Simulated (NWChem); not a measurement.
Program: NWChem. System: C₅H₅F, charge 0, spin multiplicity 1, at a geometry optimised with B3LYP/def2-SVP. The structure started from a generated list of species. Level: MP2/def2-SVP, 6 core orbitals frozen.

NWChem printed:

```
             Northwest Computational Chemistry Package (NWChem) 7.3.0
             --------------------------------------------------------

                                NWChem Input Module
                                -------------------

 Scaling coordinates for geometry "geometry" by  1.889725989
 (inverse scale =  0.529177249)

 Turning off AUTOSYM since
 SYMMETRY directive was detected!

                             Geometry "geometry" -> ""
                             -------------------------

 Output coordinates in angstroms (scale by  1.889725989 to convert to a.u.)

  No.       Tag          Charge          X              Y              Z
 ---- ---------------- ---------- -------------- -------------- --------------
    1 C                    6.0000    -2.72618400    -0.04035900     0.00000000
    2 C                    6.0000    -1.51517700     0.04043200     0.00000000
    3 C                    6.0000    -0.09234900     0.15111200     0.00000000
    4 F                    9.0000     0.35836700     1.42576800     0.00000000
    5 C                    6.0000     0.77631600    -0.87326500     0.00000000
    6 C                    6.0000     2.26498300    -0.73118100     0.00000000
    7 H                    1.0000    -3.79760000    -0.11486600     0.00000000
    8 H                    1.0000     0.34284600    -1.87684600     0.00000000
    9 H                    1.0000     2.70690200    -1.22220700     0.88458500
   10 H                    1.0000     2.57011400     0.32378400     0.00000000
   11 H                    1.0000     2.70690200    -1.22220700    -0.88458500

 Effective nuclear repulsion energy (a.u.)     199.7501094116

            Nuclear Dipole moment (a.u.)
            ----------------------------
        X                 Y               Z
 ---------------- ---------------- ----------------
     0.0000018897     0.0000075589     0.0000000000

      Symmetry information
      --------------------

 Group name             Cs
 Group number              2
 Group order               2
 No. of unique centers    10

      Symmetry unique atoms

     1    2    3    4    5    6    7    8    9   10


 Summary of "ao basis" -> "" (spherical)
 ------------------------------------------------------------------------------
       Tag                 Description            Shells   Functions and Types
 ---------------- ------------------------------  ------  ---------------------
 *                          def2-svp                  on all atoms
[...]
    4 F    9     9.34   1.99  1.12  0.82  3.33  2.07  0.01
    5 C    6     6.18   1.99  0.89  0.30  2.00  0.96  0.04
    6 C    6     6.00   1.99  0.86  0.19  2.05  0.89  0.04
    7 H    1     0.90   0.72  0.15  0.03
    8 H    1     0.93   0.75  0.16  0.03
    9 H    1     0.94   0.75  0.17  0.03
   10 H    1     0.93   0.75  0.16  0.03
   11 H    1     0.94   0.75  0.17  0.03

       Multipole analysis of the density wrt the origin
       ------------------------------------------------

     L   x y z        total         open         nuclear
     -   - - -        -----         ----         -------
     0   0 0 0     -0.000000      0.000000     44.000000

     1   1 0 0     -0.032723      0.000000      0.000002
     1   0 1 0     -0.751843      0.000000      0.000008
     1   0 0 1     -0.000000      0.000000      0.000000

     2   2 0 0    -19.524788      0.000000    463.418353
     2   1 1 0     -0.781939      0.000000    -54.239982
     2   1 0 1     -0.000000      0.000000      0.000000
     2   0 2 0    -27.143462      0.000000    117.357264
     2   0 1 1     -0.000000      0.000000      0.000000
     2   0 0 2    -27.417363      0.000000      5.588649

                   NWChem MP2 Semi-direct Energy/Gradient Module
                   ---------------------------------------------

  Basis functions       =    109
  Molecular orbitals    =    109
  Frozen core           =      6
  Frozen virtuals       =      0
  Active alpha occupied =     16
  Active beta occupied  =     16
  Active alpha virtual  =     87
  Active beta virtual   =     87
  Use MO symmetry       = T
  Use skeleton AO sym   = T

  AO/Fock/Back tols     =   1.0D-09  1.0D-09  1.0D-09

 GA uses MA = F    GA memory limited = T

 Available:
  local mem=  1.15D+08
 global mem=  1.31D+08
 local disk=  0.00D+00
  mp2_memr nvloc                    87
  nvloc new                    87
   1 passes of  16:        3145728                      59733                  26192774.
   1 passes of  16: M    114671721           G      131048238           F     111525993.

 Semi-direct pass number   1 of   1  for RHF alpha+beta  at        2.7s
  vrange nnbf                  5530
  mp2_eaftype                    99  avail_ma_in_mb                   999
 EAF : mp2_eaftype filesize          99   13096387.
  mp2_eaf for mointskh                     99
Node 0 wrote     61.6 Mb in      0.0 s     Agg I/O rate:  2271.9 Mb/s
 Done moints_semi at        6.2s
  mp2_eaftype                    99  avail_ma_in_mb                   900
 EAF : mp2_eaftype filesize          99   13096387.
  mp2_eaf for kh                    99
 Done maket at        6.5s
 Done multipass loop at        6.5s

          -------------------------------------------
          SCF energy                -291.372073674099
          Correlation energy          -0.836442317626
          Singlet pairs               -0.518673573653
          Triplet pairs               -0.317768743974
          Total MP2 energy          -292.208515991726
          -------------------------------------------

          ---------------------------------------------------
                    Spin Component Scaled (SCS) MP2
          Same spin pairs                     -0.211845829316
          Same spin scaling factor             0.333333333333
          Opposite spin pairs                 -0.624596488311
          Opposite spin scaling fact.          1.200000000000
          SCS-MP2 correlation energy          -0.820131062411
          Total SCS-MP2 energy              -292.192204736511
          ---------------------------------------------------

 -----------------------
 Performance information
 -----------------------

 Timer overhead =  1.92D-07 seconds/call

               Nr. of calls         CPU time (s)                 Wall time (s)                GFlops
             ---------------    -------------------     ------------------------------   -------------------
Name         Min   Avg   Max    Min     Avg     Max     Min     Avg     Max   Mx/calls   Min     Max     Sum
mp2: moin     1     1     1    3.5     3.5     3.5      3.5     3.5     3.5     3.5      0.0     0.0     0.0
mp2: make     1     1     1   0.35    0.35    0.35     0.35    0.35    0.35    0.35      0.0     0.0     0.0
mp2: tota     1     1     1    3.9     3.9     3.9      3.9     3.9     3.9     3.9      0.0     0.0     0.0

 The average no. of pstat calls per process was 3.00D+00
 with a timing overhead of 5.76D-07s

 Task  times  cpu:        6.5s     wall:        6.5s

 Total times  cpu:        6.5s     wall:        6.5s
```

Q: Write an NWChem input that would produce this output.

A: One answer among several that fit: 
```
start mol
memory heap 200 mb stack 800 mb global 1000 mb
geometry units angstroms nocenter noautoz
  C     -2.726184    -0.040359     0.000000
  C     -1.515177     0.040432     0.000000
  C     -0.092349     0.151112     0.000000
  F      0.358367     1.425768     0.000000
  C      0.776316    -0.873265     0.000000
  C      2.264983    -0.731181     0.000000
  H     -3.797600    -0.114866     0.000000
  H      0.342846    -1.876846     0.000000
  H      2.706902    -1.222207     0.884585
  H      2.570114     0.323784     0.000000
  H      2.706902    -1.222207    -0.884585
  symmetry group Cs
end
basis spherical
  * library def2-svp
end
scf
  rhf
  nopen 0
  maxiter 100
  thresh 1e-7
  semidirect memsize 60000000 filesize 0
end
mp2
  freeze core 6
end
task mp2 energy
```
